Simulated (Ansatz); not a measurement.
Computed with Ansatz on PBE0-D4/def2-TZVP structures; ΔE is electronic, products minus reactants. CCSD(T)/CBS is the MP2 limit (def2-TZVPP, def2-QZVPP) plus CCSD(T) − MP2 in def2-TZVPP, frozen cores. This one scheme is used for every species. def2 core potentials past Kr. For Br, In outer-core shells are correlated without core-valence functions, which leaves a few kJ/mol of doubt a bond. Scalar relativity is left out up to krypton. Each species was taken in one conformer, which may not be the lowest.

Consider the ligand exchange at the In–N bond: `[NH2][InH][NH2]` + HBr → `[NH2][InH][Br]` + NH₃.

```csv
species,MP2/def2-TZVPP energy (Eh)
`[NH2][InH][NH2]`,-301.80336
HBr,-2573.28961
`[NH2][InH][Br]`,-2818.68853
NH₃,-56.45581
```

Question: Work out ΔE.

Answer: ΔE = (-2818.68853) + (-56.45581) − (-301.80336) − (-2573.28961) = -0.05137 Eh = -32.2 kcal/mol. CCSD(T)/CBS gives -32.5 kcal/mol.

Largest T1 diagnostic among the species: 0.015.

Leaving LDA and LC-ωPBE aside and taking each functional with its dispersion term where it has one, the values, not all of them listed here, spread over 3.8 kcal/mol, from BHLYP-D4 to BLYP-D4. LDA lies +1.8 kcal/mol from PBE without D4. From BLYP to BHLYP (50 % exact exchange), in def2-TZVPP and without D4, ΔE moves by −3.1 kcal/mol. In def2-TZVPP, CCSD(T) changes the Hartree–Fock value by +6.2 kcal/mol (the triples alone add +0.6 kcal/mol) and MP2 by +5.7 kcal/mol.
